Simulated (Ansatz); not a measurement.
`ClBCl` + `N=C=O` → `O=C=NBCl` + HCl at 600 K and 1 bar (ligand exchange at a B–Cl bond).

Computed with Ansatz on PBE0-D4/def2-TZVP structures; ΔE is electronic, products minus reactants. CCSD(T)/CBS is the MP2 limit (def2-TZVPP, def2-QZVPP) plus CCSD(T) − MP2 in def2-TZVPP, frozen cores. This one scheme is used for every species. One conformer a species, not always the lowest.

```csv
species,CCSD(T)/CBS energy (Eh),H − E (kJ/mol),S (J/(mol·K))
`ClBCl`,-945.02167,68.4,308.2
`N=C=O`,-168.51995,83.3,274.5
`O=C=NBCl`,-653.16741,115.5,374.8
HCl,-460.38127,35.4,207.2
```

H − E and S are ideal-gas, rigid-rotor, harmonic terms from PBE0-D4/def2-TZVP, for one conformer and one mirror image of each species. 1 Eh = 2625.50 kJ/mol, R = 8.31446 J/(mol·K).

By hand: ΔE, ΔH, ΔS and ΔG.

ΔE = (-653.16741) + (-460.38127) − (-945.02167) − (-168.51995) = -0.00706 Eh = -18.5 kJ/mol. Δ(H − E) = 115.5 + 35.4 − 68.4 − 83.3 = -0.8, so ΔH = -19.3 kJ/mol. ΔS = 374.8 + 207.2 − 308.2 − 274.5 = -0.7 J/(mol·K). ΔG = -19.3 − 600 × (-0.7)/1000 = -18.9 kJ/mol.

By hand: the equilibrium constant, and the temperature at which ΔG would vanish if ΔH and ΔS stayed fixed.

log₁₀ K = −ΔG/(RT ln 10) = 1.6. ΔG = 0 at ΔH/ΔS = 27571 K, far beyond where these terms or the molecules hold.

The number of gas molecules stays the same, so ΔS is small and ΔH decides. A doubt of 5 kJ/mol in ΔE shifts log₁₀ K by 0.4 here. Other conformers and mirror images would add mixing entropy, several J/(mol·K) or more a flexible species. Modes under 60 cm⁻¹, often nearly free rotors, make the harmonic entropy too high. These are equilibria of isolated gas molecules and say nothing of rates. Largest T1 diagnostic: 0.018 (customary marks: 0.02 for closed shells, 0.045 for open ones).
